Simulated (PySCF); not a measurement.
B(Cl)(Br)(OH) (BBrClHO), SMILES OB(Cl)Br. Coordinates come from a B3LYP-D3(BJ)/def2-SVP optimisation. Other conformers were not sampled.

Q: Give the equilibrium geometry at B3LYP-D3(BJ)/def2-SVP (PySCF confirms it by a frequency run) as bond lengths and angles, and its point group. (An estimate is asked for; the answer gives what the named calculation found.)

A: Several could match; the one computed here: point group Cs.
Atoms: B1 Cl2 Br3 O4 H5. Bonds (Å): B1–Cl2 1.773, B1–Br3 1.922, B1–O4 1.340, O4–H5 0.968. Angles (°): Cl2–B1–Br3 120.2, Cl2–B1–O4 121.5, Br3–B1–O4 118.3, B1–O4–H5 113.8.
